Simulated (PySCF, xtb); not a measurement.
Al(H)(OMe)(OSiH3) (CH7AlO2Si), SMILES [O]([AlH][O]C)[SiH3].

xtb with GFN2-xTB at its own geometry gives an orbital gap of 4.87 eV and a dipole moment of 0.95 D.

Geometry: PBE0-D3(BJ)/def2-SVP. The structure was generated by enumeration; whether it is a known compound was not checked. One conformer was computed; it need not be the lowest.

Question: What does PySCF with PBE0/def2-TZVP give? (The exact figures need the calculation; the answer reports its results.)

Answer: gap 7.88 eV (levels -8.20 and -0.32 eV), dipole 0.70 D.
